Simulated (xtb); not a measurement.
C6H13O3 (SMILES COCC(C)[OH+]C(C)=O), charge +1, singlet, at the geometry of the source list. Base run: GFN0-xTB (xtb).

The xtb input:
```
$ xtb mol.xyz --gfn 0 --chrg 1 --json

# file mol.xyz
22

C      2.40690000     1.33370000     1.05080000
O      1.19780000     0.58550000     0.98110000
C      1.33700000    -0.75400000     0.51400000
C     -0.06790000    -1.15710000     0.02240000
C     -0.05030000    -2.12410000    -1.14200000
O     -0.66950000     0.11830000    -0.39400000
C     -2.09660000     0.37730000     0.03090000
C     -2.53620000     1.65240000    -0.54400000
O     -2.61930000    -0.43700000     0.68710000
H      3.09200000     0.87400000     1.76350000
H      2.88530000     1.39930000     0.07080000
H      2.13220000     2.32560000     1.40180000
H      1.68090000    -1.41150000     1.31580000
H      2.05730000    -0.79110000    -0.31310000
H     -0.67290000    -1.54980000     0.84740000
H     -1.06160000    -2.38910000    -1.43560000
H      0.46380000    -1.69120000    -1.99650000
H      0.46680000    -3.03130000    -0.84560000
H      0.03670000     0.75800000     0.10600000
H     -2.75150000     1.51240000    -1.60350000
H     -3.45320000     1.97160000    -0.05260000
H     -1.77770000     2.42810000    -0.46460000
```

Each row names what was changed in the base input (with any setting that the change needs).

```json
[
 {"change": "base", "ΔE vs base (mEh)": "0.000", "HOMO-LUMO gap (eV)": "4.16"},
 {"change": "etemp = 3000", "ΔE vs base (mEh)": "-0.015", "HOMO-LUMO gap (eV)": "4.16"},
 {"change": "file = coord", "ΔE vs base (mEh)": "0.000", "HOMO-LUMO gap (eV)": "4.16"},
 {"change": "etemp = 10", "ΔE vs base (mEh)": "0.000", "HOMO-LUMO gap (eV)": "4.16"},
 {"change": "acc = 0.1", "ΔE vs base (mEh)": "0.000", "HOMO-LUMO gap (eV)": "4.16"},
 {"change": "etemp = 1000", "ΔE vs base (mEh)": "0.000", "HOMO-LUMO gap (eV)": "4.16"}
]
```
